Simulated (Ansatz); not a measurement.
Ansatz results at the PBE0-D4/def2-TZVP geometry: LUMO energy (PBE/def2-TZVPP) -1.67 eV; HOMO energy (PBE/def2-TZVPP) -6.70 eV; HOMO–LUMO gap (PBE/def2-TZVPP) 5.03 eV.

Each molecule was computed in one conformer, which needn't be the lowest.

Question: Which molecule gave them?
A. `B/C=[CH]\[GaH][SiH3]`
B. `BNBN[SiH3]`
C. `CC([SiH3])BCl`
D. `BB([SiH3])S`

Answer: B. The others give `B/C=[CH]\[GaH][SiH3]`: -3.44, -6.25, 2.81; `CC([SiH3])BCl`: -2.28, -6.89, 4.61; `BB([SiH3])S`: -2.97, -6.67, 3.70.
